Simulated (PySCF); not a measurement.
## A parent and its derivatives

Computed, not measured: PySCF, TDDFT CAM-B3LYP/def2-SVPD, vertical, gas phase, core orbitals frozen in the response. Geometries: GFN2-xTB; one conformer of each isolated species. Triplets are in the Tamm–Dancoff approximation. 'Strongest' means the level of largest summed f among the lowest 8 singlets; it needn't be the same kind of state in each.

Parent: `C#C[C@@](F)(CC)[SiH2]O`, with lowest singlet excitation energy 5.78 eV, oscillator strength of the strongest level 0.05, lowest triplet energy 5.20 eV, LUMO energy 0.60 eV, S1–T1 gap 0.59 eV, energy of the strongest computed level 8.20 eV. Its spectrum: 5.78 eV (f 0.007); 6.60 eV (f 0.002); 6.95 eV (f 0.019); 7.21 eV (f 0.000); 7.47 eV (f 0.014).

Shifts from the parent:

```
                        change                       SMILES  Δ S1 (eV)  Δ f (strongest)  Δ T1 (eV)  Δ LUMO (eV)  Δ S1−T1 (eV)  Δ strongest (eV)
          C-C bond made double       C#C[C@](F)(C=C)[SiH2]O      -0.03            +0.16      -0.80        -0.09         +0.77             -0.72
              Si replaced by C             C#C[C@](F)(CC)CO      +0.51            +0.02      +0.18        +0.43         +0.32             -0.22
               O replaced by S        C#C[C@](F)(CC)[SiH2]S      +0.10            -0.03      +0.07        +0.02         +0.03             -1.91
              C replaced by Si  C#C[C@@](F)(C[SiH3])[SiH2]O      -0.05            +0.03      -0.04        -0.10         -0.01             -0.23
terminal C group replaced by H         C#C[C@](C)(F)[SiH2]O      +0.04            -0.01      +0.02        -0.01         +0.02             -0.03
              C replaced by Si      C#C[Si@@](F)(CC)[SiH2]O      -0.38            +0.07      -0.32        -0.85         -0.06             -0.64
```

Q: Predict the same shifts for this change: CH2 replaced by C=O (`C#C[C@](F)(CC=O)[SiH2]O`).

A: Δ lowest singlet excitation energy -1.54 eV, Δ oscillator strength of the strongest level +0.04, Δ lowest triplet energy -1.54 eV, Δ LUMO energy -1.23 eV, Δ S1–T1 gap 0.00 eV, Δ energy of the strongest computed level -0.80 eV. Spectrum: 292 nm (f 0.001); 223 nm (f 0.009); 200 nm (f 0.013); 189 nm (f 0.010); 178 nm (f 0.005). S1 falls most with CH2 replaced by C=O (-1.54 eV), and it rises most with Si replaced by C (+0.51 eV). S1 is simply the lowest singlet of each species and needn't be the same kind of state throughout. Over these 7 changes the shifts of S1 and of the HOMO–LUMO gap correlate with r = 0.83.
